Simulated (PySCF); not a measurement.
Si(NMe2)(SiH3), SMILES CN(C)[Si][SiH3] (B3LYP/def2-SVP optimised geometry):

```
14

Si    -1.829    -1.854    -1.724
N     -0.635    -2.559    -2.778
C     -1.121    -3.322    -3.930
C      0.823    -2.538    -2.739
H     -0.758    -2.882    -4.877
H     -0.764    -4.368    -3.890
H     -2.220    -3.330    -3.948
H      1.227    -3.566    -2.676
H      1.233    -2.083    -3.659
H      1.191    -1.969    -1.878
Si    -0.533    -0.718     0.000
H     -0.968     0.718     0.000
H      0.968    -0.718     0.000
H     -0.968    -1.285     1.319
```

Computed with B3LYP/def2-TZVP (PySCF).

Q: What are the frontier orbital energies and the dipole moment?

A: HOMO-2 -8.71 eV, HOMO-1 -7.24 eV, HOMO -5.71 eV, LUMO -2.03 eV, LUMO+1 -0.19 eV; dipole moment 2.79 D.

On the same geometry PBE/def2-TZVP (PySCF 2.14.0) gives HOMO-2 -7.67 eV, HOMO-1 -6.30 eV, HOMO -4.93 eV, LUMO -2.65 eV, LUMO+1 -0.82 eV; dipole moment 2.93 D.

Meta-Löwdin charges at B3LYP/def2-TZVP: Si1 0.18, N2 -0.31, C3 -0.22, C4 -0.22, H5 0.10, H6 0.10, H7 0.12, H8 0.11, H9 0.11, H10 0.12, Si11 0.17, H12 -0.09, H13 -0.10, H14 -0.09.
